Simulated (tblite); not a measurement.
C6H14GaNO.
Numbering: `[CH2:1]=[C:2]([GaH2-:3][NH3+:4])[C@H:5]([OH:6])[CH:7]1[CH2:8][CH2:9]1` (hydrogens: H10, H11 on C1; H12, H13 on Ga3; H14, H15, H16 on N4; H17 on C5; H18 on O6; H19 on C7; H20, H21 on C8; H22, H23 on C9)
Bond orders are those of one Lewis drawing.

Computed with GFN2-xTB (tblite), gas phase: L-BFGS steps from a force-field or distance-geometry start until the largest atomic force falls under 0.01 eV/Å.

Step 45: E = -764.4332 eV
```
atom  x, y, z in Å  |  force x, y, z in eV/Å
C1      0.8972   -2.1209   -0.3301    0.029   0.002   0.040
C2      0.9252   -0.7958   -0.2367   -0.136   0.060   0.080
Ga3     2.6096    0.3072   -0.3204    0.062   0.044  -0.004
N4      2.1153    2.3524    0.1348    0.008  -0.023  -0.025
C5     -0.3228    0.0150    0.0582   -0.040   0.045   0.064
O6     -0.0181    0.8548    1.1931    0.063  -0.086  -0.062
C7     -1.5961   -0.7578    0.3118    0.026  -0.039  -0.006
C8     -2.8951   -0.0096    0.3602   -0.011   0.013  -0.074
C9     -2.5982   -0.9263   -0.7888   -0.048   0.036   0.015
H10    -0.0069   -2.7130   -0.2881   -0.016  -0.029   0.000
H11     1.8198   -2.6699   -0.4460    0.065  -0.059  -0.136
H12     3.2322    0.5818   -1.7243   -0.024  -0.020   0.032
H13     3.6690    0.0707    0.7924    0.009   0.014   0.046
H14     2.8543    2.8369    0.6387    0.036   0.003   0.017
H15     1.8511    2.9267   -0.6623    0.011   0.006  -0.068
H16     1.2990    2.2708    0.7453   -0.017   0.008   0.032
H17    -0.4856    0.7177   -0.7714   -0.013   0.032   0.058
H18     0.1335    0.2643    1.9431   -0.054   0.015  -0.065
H19    -1.4822   -1.5788    1.0072    0.030  -0.043   0.065
H20    -3.6533   -0.2985    1.0748    0.101  -0.019  -0.012
H21    -2.8397    1.0560    0.1965   -0.095   0.010  -0.068
H22    -3.1277   -1.8660   -0.8497   -0.022   0.044   0.008
H23    -2.3853   -0.4909   -1.7550    0.035  -0.015   0.064
```

Step 46: E = -764.4368 eV
```
atom  x, y, z in Å  |  force x, y, z in eV/Å
C1      0.8967   -2.1219   -0.3435    0.016   0.017   0.040
C2      0.9254   -0.7968   -0.2407   -0.121   0.049   0.092
Ga3     2.6134    0.3048   -0.3150   -0.007   0.074  -0.038
N4      2.1141    2.3579    0.1315   -0.001  -0.022  -0.010
C5     -0.3224    0.0132    0.0619   -0.061   0.010   0.035
O6     -0.0186    0.8473    1.1999    0.094  -0.044  -0.112
C7     -1.5967   -0.7591    0.3168   -0.002  -0.013   0.002
C8     -2.8928   -0.0029    0.3568   -0.007  -0.001  -0.069
C9     -2.6025   -0.9307   -0.7819    0.070  -0.037  -0.003
H10    -0.0119   -2.7095   -0.3056    0.023  -0.027  -0.001
H11     1.8192   -2.6735   -0.4641    0.008  -0.026  -0.130
H12     3.2390    0.5819   -1.7174   -0.016  -0.027   0.038
H13     3.6614    0.0747    0.8045    0.039   0.010   0.073
H14     2.8536    2.8386    0.6400    0.008  -0.007  -0.008
H15     1.8526    2.9353   -0.6653    0.028  -0.017  -0.035
H16     1.2963    2.2771    0.7411    0.001   0.007   0.017
H17    -0.4900    0.7195   -0.7636    0.001   0.028   0.050
H18     0.1385    0.2518    1.9429   -0.042  -0.014  -0.002
H19    -1.4844   -1.5747    1.0206    0.016  -0.015   0.041
H20    -3.6536   -0.2819    1.0708    0.077  -0.019   0.020
H21    -2.8344    1.0596    0.1784   -0.082   0.028  -0.049
H22    -3.1293   -1.8719   -0.8328   -0.054   0.038   0.003
H23    -2.3784   -0.5118   -1.7523    0.011   0.009   0.046
```

Step 47: E = -764.4400 eV
```
atom  x, y, z in Å  |  force x, y, z in eV/Å
C1      0.8928   -2.1240   -0.3583    0.000   0.033   0.029
C2      0.9231   -0.7987   -0.2453   -0.052  -0.002   0.066
Ga3     2.6154    0.3049   -0.3100   -0.069   0.069  -0.027
N4      2.1103    2.3634    0.1296   -0.004  -0.004   0.001
C5     -0.3223    0.0116    0.0647   -0.052  -0.032   0.000
O6     -0.0123    0.8393    1.2028    0.108  -0.034  -0.046
C7     -1.5966   -0.7596    0.3231   -0.024   0.006   0.030
C8     -2.8893    0.0049    0.3508   -0.011  -0.006  -0.047
C9     -2.6036   -0.9386   -0.7740    0.129  -0.084  -0.020
H10    -0.0212   -2.7065   -0.3264    0.071  -0.015   0.004
H11     1.8138   -2.6806   -0.4860   -0.055   0.023  -0.115
H12     3.2479    0.5834   -1.7083   -0.008  -0.030   0.034
H13     3.6522    0.0812    0.8213    0.043   0.012   0.071
H14     2.8495    2.8402    0.6440   -0.017  -0.018  -0.033
H15     1.8525    2.9449   -0.6666    0.042  -0.042   0.001
H16     1.2907    2.2826    0.7378    0.022   0.009  -0.004
H17    -0.4935    0.7221   -0.7562    0.004   0.020   0.033
H18     0.1532    0.2390    1.9409   -0.045   0.009  -0.013
H19    -1.4853   -1.5684    1.0375   -0.001   0.033   0.004
H20    -3.6518   -0.2613    1.0676    0.064  -0.016   0.023
H21    -2.8276    1.0650    0.1562   -0.071   0.004  -0.032
H22    -3.1311   -1.8799   -0.8122   -0.069   0.042   0.000
H23    -2.3713   -0.5378   -1.7499   -0.005   0.023   0.041
```

Step 48: E = -764.4435 eV
```
atom  x, y, z in Å  |  force x, y, z in eV/Å
C1      0.8912   -2.1249   -0.3708   -0.015   0.033   0.006
C2      0.9196   -0.7999   -0.2466    0.045  -0.044   0.011
Ga3     2.6168    0.3061   -0.3058   -0.120   0.045   0.018
N4      2.1087    2.3686    0.1263   -0.012   0.003   0.015
C5     -0.3242    0.0091    0.0688   -0.014  -0.056  -0.035
O6     -0.0060    0.8303    1.2060    0.098   0.033   0.005
C7     -1.5979   -0.7605    0.3297   -0.038   0.035   0.045
C8     -2.8874    0.0116    0.3444    0.000  -0.021  -0.020
C9     -2.6034   -0.9465   -0.7670    0.140  -0.105  -0.009
H10    -0.0258   -2.7046   -0.3460    0.093  -0.014   0.013
H11     1.8110   -2.6848   -0.5091   -0.106   0.076  -0.090
H12     3.2564    0.5834   -1.6991    0.003  -0.031   0.018
H13     3.6462    0.0867    0.8366    0.028   0.018   0.051
H14     2.8475    2.8419    0.6453   -0.025  -0.022  -0.047
H15     1.8549    2.9531   -0.6697    0.046  -0.056   0.022
H16     1.2879    2.2885    0.7338    0.035   0.011  -0.023
H17    -0.4975    0.7251   -0.7465    0.004   0.007   0.008
H18     0.1595    0.2268    1.9406   -0.035  -0.005   0.020
H19    -1.4877   -1.5632    1.0525   -0.018   0.063  -0.012
H20    -3.6497   -0.2438    1.0640    0.028  -0.018   0.036
H21    -2.8245    1.0692    0.1357   -0.052  -0.007  -0.020
H22    -3.1352   -1.8849   -0.7942   -0.082   0.014  -0.006
H23    -2.3652   -0.5603   -1.7458   -0.001   0.043  -0.005
```

**Question.** Estimate the geometry and energy of step 49. (The exact step hangs on the optimiser's Hessian estimate; all steps are aligned on step 48, rigid shifts and turns removed.)

**Answer.** E = -764.4470 eV, largest force 0.176 eV/Å
```
atom  x, y, z in Å  |  force x, y, z in eV/Å
C1      0.8869   -2.1265   -0.3888   -0.032   0.032  -0.018
C2      0.9168   -0.8028   -0.2505    0.105  -0.071  -0.045
Ga3     2.6150    0.3097   -0.2997   -0.127   0.014   0.070
N4      2.1048    2.3749    0.1236   -0.005   0.008   0.017
C5     -0.3248    0.0051    0.0723    0.036  -0.048  -0.040
O6      0.0054    0.8195    1.2093    0.090   0.049   0.070
C7     -1.5989   -0.7598    0.3392   -0.027   0.047   0.052
C8     -2.8843    0.0204    0.3356   -0.003  -0.033  -0.001
C9     -2.5998   -0.9597   -0.7576    0.085  -0.079  -0.008
H10    -0.0336   -2.7013   -0.3718    0.091  -0.020   0.024
H11     1.8024   -2.6917   -0.5392   -0.118   0.112  -0.068
H12     3.2690    0.5846   -1.6859    0.005  -0.033   0.008
H13     3.6369    0.0954    0.8576   -0.005   0.027   0.017
H14     2.8425    2.8440    0.6480   -0.022  -0.022  -0.049
H15     1.8571    2.9634   -0.6714    0.041  -0.061   0.027
H16     1.2828    2.2946    0.7288    0.028   0.014  -0.025
H17    -0.5014    0.7273   -0.7367    0.006  -0.009  -0.012
H18     0.1746    0.2108    1.9396   -0.036   0.013   0.011
H19    -1.4910   -1.5533    1.0738   -0.031   0.090  -0.022
H20    -3.6475   -0.2197    1.0598    0.018  -0.015   0.018
H21    -2.8190    1.0755    0.1082   -0.036  -0.062  -0.005
H22    -3.1403   -1.8935   -0.7690   -0.066   0.013  -0.016
H23    -2.3584   -0.5899   -1.7421    0.003   0.033  -0.005
```

The energy changes by -0.0035 eV. The first-order estimate −F·Δx gives -0.0048 eV and the mean of the old and new forces, exact on a quadratic surface, -0.0035 eV. The step makes an angle of 82° with the force vector and moves no atom by more than 0.032 Å.

The cost below is that of the whole relaxation. On one thread, Intel Xeon at 2.50 GHz (x86_64), shared host with 64 logical CPUs at a one-minute load of 63, this took 8.7 s of wall time.
